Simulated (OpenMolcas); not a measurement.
# As3+: input and output

Input:

```
&GATEWAY
Coord
1

As 0.0 0.0 0.0
Basis=ANO-RCC
Group=XYZ
NoMove
AngMom=0.0 0.0 0.0
AMFI
&SEWARD
* reference wave functions (RASSCF and RASSI steps not shown): 2 electrons in 8 orbitals (4s 4p 5s 5p)
>>> COPY JOB001 $Project.JobIph
&CASPT2
Multistate=3 1 2 3
Frozen=3 6
IPEA=0.25
Imaginary=0.1
MaxIter=60
WThr=0.0 0.3 0.05
PrWF=0.5
NoMix
>>> COPY JOB002 $Project.JobIph
&CASPT2
Multistate=7 1 2 3 4 5 6 7
Frozen=3 6
IPEA=0.25
Imaginary=0.1
MaxIter=60
WThr=0.0 0.3 0.05
PrWF=0.5
NoMix
>>> COPY JOB003 $Project.JobIph
&CASPT2
Multistate=3 1 2 3
Frozen=3 6
IPEA=0.25
Imaginary=0.1
MaxIter=60
WThr=0.0 0.3 0.05
PrWF=0.5
NoMix
...
```

Launched by
```bash
OMP_NUM_THREADS=1 MOLCAS_MEM=2252 MOLCAS_PROJECT=a pymolcas a.inp > a.log  # once for each step of the input, in one work folder
```

Output, cut to the results:

```
--- CASPT2 ---
Orbital specifications:
      -----------------------

      Symmetry species                           1   2
                                                ag  au
      Frozen orbitals                            3   6
      Inactive orbitals                          5   0
      Active orbitals                            2   6
      Secondary orbitals                        47  40
      Deleted orbitals                           0   0
      Number of basis functions                 57  52
Type of calculation                        MS-CASPT2
      Fock operator                              state-specific
      IPEA shift                                 0.25
      Real shift                                 0.00
      Imaginary shift                            0.10
      The input orbitals will be transformed to quasi-canonical
Reference energy:       -2256.1449237827
      E2 (Non-variational):      -0.2300993866
      Shift correction:          -0.0000465914
      E2 (Variational):          -0.2301459781
      Total energy:           -2256.3750697607
      Residual norm:              0.0000002957
      Reference weight:           0.97631
      Contributions to the CASPT2 correlation energy
      Active & Virtual Only:         -0.0063460993
      One Inactive Excited:          -0.0365368376
      Two Inactive Excited:          -0.1872164497
Reference energy:       -2256.1449237827
      E2 (Non-variational):      -0.2300953523
      Shift correction:          -0.0000465802
      E2 (Variational):          -0.2301419325
      Total energy:           -2256.3750657152
      Residual norm:              0.0000002958
      Reference weight:           0.97631
      Contributions to the CASPT2 correlation energy
      Active & Virtual Only:         -0.0063460990
      One Inactive Excited:          -0.0365328003
      Two Inactive Excited:          -0.1872164530
::    CASPT2 Root  1     Total energy:  -2256.37506976
::    CASPT2 Root  2     Total energy:  -2256.37506572
::    CASPT2 Root  3     Total energy:  -2256.37506571
::    MS-CASPT2 Root  1     Total energy:  -2256.37506976
::    MS-CASPT2 Root  2     Total energy:  -2256.37506572
::    MS-CASPT2 Root  3     Total energy:  -2256.37506571
--- CASPT2 ---
Orbital specifications:
      -----------------------

      Symmetry species                           1   2
                                                ag  au
      Frozen orbitals                            3   6
      Inactive orbitals                          5   0
      Active orbitals                            2   6
      Secondary orbitals                        47  40
      Deleted orbitals                           0   0
      Number of basis functions                 57  52
Type of calculation                        MS-CASPT2
      Fock operator                              state-specific
      IPEA shift                                 0.25
      Real shift                                 0.00
      Imaginary shift                            0.10
      The input orbitals will be transformed to quasi-canonical
Reference energy:       -2256.9680859287
      E2 (Non-variational):      -0.2310131050
      Shift correction:          -0.0000266809
      E2 (Variational):          -0.2310397859
      Total energy:           -2257.1991257146
      Residual norm:              0.0000006406
      Reference weight:           0.97885
      Contributions to the CASPT2 correlation energy
      Active & Virtual Only:         -0.0024446227
      One Inactive Excited:          -0.0405638958
      Two Inactive Excited:          -0.1880045866
Reference energy:       -2256.0886881879
      E2 (Non-variational):      -0.2798563695
      Shift correction:          -0.0017884232
      E2 (Variational):          -0.2816447927
      Total energy:           -2256.3703329806
      Residual norm:              0.0000006880
      Reference weight:           0.90314
      Contributions to the CASPT2 correlation energy
      Active & Virtual Only:         -0.0564860405
      One Inactive Excited:          -0.0359917609
      Two Inactive Excited:          -0.1873785681
::    CASPT2 Root  1     Total energy:  -2257.19912571
::    CASPT2 Root  2     Total energy:  -2256.37033298
::    CASPT2 Root  3     Total energy:  -2256.37028610
::    CASPT2 Root  4     Total energy:  -2256.37028446
::    CASPT2 Root  5     Total energy:  -2256.37028534
::    CASPT2 Root  6     Total energy:  -2256.37028313
::    CASPT2 Root  7     Total energy:  -2256.24480465
::    MS-CASPT2 Root  1     Total energy:  -2257.19967597
::    MS-CASPT2 Root  2     Total energy:  -2256.37033575
::    MS-CASPT2 Root  3     Total energy:  -2256.37028990
::    MS-CASPT2 Root  4     Total energy:  -2256.37028462
::    MS-CASPT2 Root  5     Total energy:  -2256.37028305
::    MS-CASPT2 Root  6     Total energy:  -2256.37027914
::    MS-CASPT2 Root  7     Total energy:  -2256.24425395
--- CASPT2 ---
Orbital specifications:
      -----------------------

      Symmetry species                           1   2
                                                ag  au
      Frozen orbitals                            3   6
      Inactive orbitals                          5   0
      Active orbitals                            2   6
      Secondary orbitals                        47  40
      Deleted orbitals                           0   0
      Number of basis functions                 57  52
Type of calculation                        MS-CASPT2
      Fock operator                              state-specific
      IPEA shift                                 0.25
      Real shift                                 0.00
      Imaginary shift                            0.10
      The input orbitals will be transformed to quasi-canonical
Reference energy:       -2256.6235294454
      E2 (Non-variational):      -0.2280419215
      Shift correction:          -0.0000476216
      E2 (Variational):          -0.2280895431
...
```

Levels above the lowest, from the spin-orbit matrix with the single-state CASPT2 energies, averaged by term, on its diagonal:

```
Configuration  Term  J  E (cm⁻¹)  Measured (cm⁻¹)      g  Term weight %
          4s²    ¹S  0       0.0              0.0                   100
        4s 4p   ³P°  0     74130                                    100
        4s 4p   ³P°  1     75150            76962  1.500            100
        4s 4p   ³P°  2     77340            79492  1.501            100
        4s 4p   ¹P°  1    111910           112022  1.001            100
```

Against the 3 measured excited levels shown (Moore, Atomic Energy Levels, vol. II, NSRDS-NBS 35 (1971 reprint of NBS Circular 467, 1952)) the mean absolute deviation is 1400 cm-1; the largest miss in energy is 4s 4p ³P°₂: computed 77340, measured 79492 cm⁻¹ (-2.7 %).

Over all roots computed the reference weight is 0.90 to 0.98; the roots of lowest weight are the least certain, and an intruder state may touch them. Active for correlation alone: 5p 5s; no level in the range computed is led by a configuration that fills them, so any true level of that kind is missing. Computed and measured levels are paired by configuration, term and J; levels that our copy of the source lacks, or whose pairing is in doubt (as where it misses far off the trend of its configuration), stay unpaired and out of the deviations. Levels of configurations outside the active space are missing. The first state left out of the spin-orbit step lies near 220000 cm-1 above the lowest spin-free state of the reference (among the parities and spins computed), and the list stops at four fifths of that energy or lower.

The CASPT2 steps took 24 s on 1 thread of Intel(R) Xeon(R) Platinum 8488C (Sapphire Rapids), with other jobs on the host; the integral step is not counted.

The term weight is that of the spin-free term in the level, not the purity of its configuration. ° marks odd parity.
